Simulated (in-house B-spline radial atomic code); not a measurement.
Radial electron density of the argon ion Ar⁵⁺, [Ne] 3s2 3p1. Level of theory: non-relativistic Hartree-Fock, average of configuration, point nucleus; calculated with a radial B-spline atomic code at the basis-set limit.

Columns: r (bohr), 4πr²n(r) (electrons per bohr), bar.

```
 0.00321   0.4447 #
 0.00383   0.6191 #
 0.00457   0.8583 ##
 0.00546    1.187 ###
 0.00651    1.624 ###
 0.00777    2.211 #####
 0.00927    2.983 ######
  0.0111    4.005 ########
  0.0132    5.252 ###########
  0.0158    6.855 ##############
  0.0188    8.717 ##################
  0.0225    10.94 #######################
  0.0268    13.31 ############################
   0.032    15.78 #################################
  0.0382    18.06 ######################################
  0.0455    19.82 ##########################################
  0.0544    20.81 ############################################
  0.0649    20.73 ############################################
  0.0774    19.58 #########################################
  0.0924    17.66 #####################################
    0.11    15.65 #################################
   0.132    14.31 ##############################
   0.157    14.43 ###############################
   0.187    16.05 ##################################
   0.224    18.59 #######################################
   0.267    20.57 ###########################################
   0.319    20.67 ############################################
    0.38    18.28 #######################################
   0.454    13.85 #############################
   0.541    9.051 ###################
   0.646    5.362 ###########
   0.771    3.585 ########
    0.92    3.223 #######
     1.1    3.179 #######
    1.31    2.697 ######
    1.56    1.787 ####
    1.87   0.8569 ##
    2.23   0.2984 #
    2.66  0.07043 
    3.17  0.01073 
    3.79 0.000927 
    4.52 4.46e-05
```

On this grid the curve has 2 maxima, near 0.0544, 0.319 bohr.

The 3s radial function P(r) = rR(r), positive near the nucleus:

```tsv
r (bohr)	P
0.00111	0.01689
0.00158	0.02384
0.00225	0.03354
0.00321	0.04701
0.00457	0.06529
0.00651	0.08974
0.00927	0.1214
0.0132	0.1605
0.0188	0.2051
0.0268	0.2491
0.0382	0.2786
0.0544	0.27
0.0774	0.1928
0.11	0.02306
0.157	-0.228
0.224	-0.4607
0.319	-0.4936
0.454	-0.1742
0.646	0.4309
0.92	0.9436
1.31	0.9484
1.87	0.5148
2.66	0.1367
3.79	0.01369
```
